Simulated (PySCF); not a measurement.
Nonlinear optical response: `N#Cc1nccs1`, C$_{4}$H$_{2}$N$_{2}$S

Geometry:
```json
{"atom": "N1", "x (Å)": "3.337", "y (Å)": "-0.863", "z (Å)": "0.639"}
{"atom": "C2", "x (Å)": "2.229", "y (Å)": "-0.564", "z (Å)": "0.476"}
{"atom": "C3", "x (Å)": "0.876", "y (Å)": "-0.161", "z (Å)": "0.288"}
{"atom": "N4", "x (Å)": "-0.085", "y (Å)": "-0.950", "z (Å)": "-0.105"}
{"atom": "C5", "x (Å)": "-1.255", "y (Å)": "-0.271", "z (Å)": "-0.189"}
{"atom": "C6", "x (Å)": "-1.196", "y (Å)": "1.061", "z (Å)": "0.144"}
{"atom": "S7", "x (Å)": "0.399", "y (Å)": "1.486", "z (Å)": "0.583"}
{"atom": "H8", "x (Å)": "-2.161", "y (Å)": "-0.790", "z (Å)": "-0.505"}
{"atom": "H9", "x (Å)": "-2.001", "y (Å)": "1.795", "z (Å)": "0.150"}
```

Method: quadratic response CAM-B3LYP/def2-TZVPD first hyperpolarisability, Taylor convention, gas phase (PySCF 2.14.0). Geometry: PBE0-D3(BJ)/def2-SVP.

(1) What is the first hyperpolarisability, and how does it disperse?

(2) Which lowest excitations, dipole and polarisabilities go with it?

## Answers

(1) In 10⁻³⁰ esu, Taylor convention; the vector part is βᵢ = ⅓ Σⱼ (βᵢⱼⱼ + βⱼᵢⱼ + βⱼⱼᵢ); β∥ is 3/5 of the vector part along the dipole, the dipole points from − to +:
```csv
process,λ (nm),β vector norm,β∥,β HRS,depolarisation ratio
"static β(0;0,0)",∞,1.01,0.19,0.57,2.67
"second harmonic β(−2ω;ω,ω)",1907,1.08,0.23,0.61,2.69
"Pockels β(−ω;ω,0)",1907,1.03,0.20,–,–
"second harmonic β(−2ω;ω,ω)",1064,1.28,0.36,0.72,2.76
"Pockels β(−ω;ω,0)",1064,1.08,0.23,–,–
```

(2) S1 4.98 eV (f = 0.200); S2 5.09 eV (f = 0.000); S3 5.98 eV (f = 0.000); dipole 5.27 D; isotropic α 76.4 au static, 76.7 au at 1907 nm, 77.4 au at 1064 nm, 77.6 au at 953.5 nm, 80.8 au at 532 nm.
